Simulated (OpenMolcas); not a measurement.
An atom or ion with 46 electrons was computed by SS-RASPT2, IPEA 0.25 Eh, imaginary shift 0.1 Eh with spin-orbit coupling (OpenMolcas, ANO-RCC-VTZP, DKH2). The lowest levels that the run gave, each within 12 % of the measured value where one is at hand:

| J | Parity | E (cm⁻¹) | g |
| --- | --- | --- | --- |
| 0 | even | 0.0 |  |
| 3 | even | 37559 | 1.334 |
| 2 | even | 38994 | 1.129 |
| 1 | even | 41855 | 0.499 |
| 2 | even | 44012 | 1.038 |

Problem. Which ion is it, and what are the configurations and terms?

Solution. Ag+ (Z = 47, charge +1; active space 10 electrons in 9 orbitals (RAS2 4d 5s; RAS3 5p, at most 2 electrons)). J, parity and g give the terms where levels are pure, and mixed ones are named by the computed weights; the size of the splittings, set against known spectra of the 46-electron sequence, gives the charge. In order, with the measured energies in cm⁻¹ (NIST Handbook of Basic Atomic Spectroscopic Data): 4d¹⁰ ¹S₀, 4d⁹ 5s ³D₃ (39168), 4d⁹ 5s ³D₂ (40745), 4d⁹ 5s ³D₁ (43743), 4d⁹ 5s ¹D₂ (46049).

Terms from blocks run as CI alone lack orbitals of their own. A single d shell beside an s shell can misplace configurations of different d count against each other. Computed and measured levels are paired by configuration, term and J; levels that our copy of the source lacks, or whose pairing is in doubt (as where it misses far off the trend of its configuration), stay unpaired and out of the deviations. Levels of configurations outside the active space are missing.
